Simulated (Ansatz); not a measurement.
Basis-set extrapolation for CH₅ClO₂Si, SMILES `C[Si](O)(O)Cl` (PBE0-D4/def2-TZVP geometry, frozen core, the Gaussian-basis code of Ansatz). Multiplicity 1, RHF reference.

|  | def2-TZVPP | def2-QZVPP |
| --- | --- | --- |
| HF | -939.238306 | -939.269773 |
| MP2 correlation | -0.963883 | -1.044800 |
| CCSD(T) correlation | -1.038652 | not run |

Energies in hartree. Use E(X) = E(∞) + A·exp(−7.88·√X) for Hartree–Fock and E(X) = E(∞) + B·X^(−2.97) for correlation, with X = 3 and 4, and add CCSD(T) minus MP2 of the smaller set to the MP2 limit.

Q: What is the CCSD(T) energy at the basis-set limit?

A: HF limit: -939.269773 + (-0.031467) × 0.13774 = -939.27411. MP2 limit: -1.044800 + (-0.080917) × 0.74074 = -1.10474. Higher-order term: -1.038652 − (-0.963883) = -0.07477. Total: -940.45362 hartree, 463.8 kJ/mol below CCSD(T)/def2-TZVPP.
